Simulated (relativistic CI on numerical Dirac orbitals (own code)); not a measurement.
## Inner-shell lines of Ta56+

These numbers are calculated, not measured: Dirac-Coulomb-Breit CI, KLI orbitals optimised for each configuration, a model potential for QED, unscaled Slater integrals (own radial code, finite nucleus).

CI space (outside the closed core 2s2 2p6): 1s2 3s2 3p5, 1s 3s2 3p6, 1s 3s2 3p5 4p, 1s 3s 3p6 4p, 1s2 3s 3p6. Levels of other configurations are missing.

The table holds the strongest lines. The upper levels have an inner-shell vacancy. Auger decay, open to those above the ionisation limit, is not computed, and radiative decays to configurations outside the model are missing too. Absolute energies can be off by a few tenths of a per cent, so close lines can change order. LS names give the leading component, which can be well under half, for lower levels too. Brackets number the levels in order of energy.

```tsv
λ (Å)	Upper	Lower	A (s⁻¹)	gA (s⁻¹)
0.189059	1s 3s2 3p6 2S_1/2 [4]	1s2 3s2 3p5 2P°_1/2 [2]	3.47e+15	6.95e+15
0.18812	1s 3s2 3p6 2S_1/2 [4]	1s2 3s2 3p5 2P°_3/2 [1]	6.90e+15	1.38e+16
0.181226	1s 3s 3p6 4p 4P°_3/2 [23]	1s2 3s 3p6 2S_1/2 [3]	8.00e+14	3.20e+15
0.181213	1s 3s2 3p5 4p 2D_5/2 [5]	1s2 3s2 3p5 2P°_3/2 [1]	8.03e+14	4.82e+15
0.181213	1s 3s2 3p5 4p 4P_3/2 [6]	1s2 3s2 3p5 2P°_3/2 [1]	3.79e+14	1.51e+15
0.181187	1s 3s2 3p5 4p 2P_1/2 [7]	1s2 3s2 3p5 2P°_3/2 [1]	8.79e+14	1.76e+15
0.18118	1s 3s2 3p5 4p 2D_3/2 [8]	1s2 3s2 3p5 2P°_3/2 [1]	3.73e+14	1.49e+15
0.181164	1s 3s2 3p5 4p 2D_3/2 [16]	1s2 3s2 3p5 2P°_1/2 [2]	8.00e+14	3.20e+15
0.181109	1s 3s2 3p5 4p 2S_1/2 [18]	1s2 3s2 3p5 2P°_1/2 [2]	7.04e+14	1.41e+15
0.180872	1s 3s 3p6 4p 2P°_3/2 [27]	1s2 3s 3p6 2S_1/2 [3]	1.11e+15	4.45e+15
0.180866	1s 3s2 3p5 4p 2P_3/2 [10]	1s2 3s2 3p5 2P°_3/2 [1]	8.21e+14	3.28e+15
0.180864	1s 3s 3p6 4p 2P°_1/2 [28]	1s2 3s 3p6 2S_1/2 [3]	1.76e+15	3.51e+15
0.180856	1s 3s2 3p5 4p 4P_5/2 [11]	1s2 3s2 3p5 2P°_3/2 [1]	7.16e+14	4.30e+15
0.18085	1s 3s2 3p5 4p 2P_1/2 [12]	1s2 3s2 3p5 2P°_3/2 [1]	1.28e+15	2.56e+15
0.180836	1s 3s2 3p5 4p 2D_5/2 [13]	1s2 3s2 3p5 2P°_3/2 [1]	1.03e+15	6.15e+15
0.180826	1s 3s2 3p5 4p 2P_3/2 [14]	1s2 3s2 3p5 2P°_3/2 [1]	9.74e+14	3.90e+15
0.180812	1s 3s2 3p5 4p 4P_3/2 [20]	1s2 3s2 3p5 2P°_1/2 [2]	5.18e+14	2.07e+15
0.180806	1s 3s2 3p5 4p 2P_1/2 [21]	1s2 3s2 3p5 2P°_1/2 [2]	1.76e+15	3.52e+15
0.180792	1s 3s 3p6 4p 2P°_3/2 [29]	1s2 3s 3p6 2S_1/2 [3]	6.56e+14	2.62e+15
0.180789	1s 3s2 3p5 4p 2D_3/2 [22]	1s2 3s2 3p5 2P°_1/2 [2]	1.23e+15	4.92e+15
```
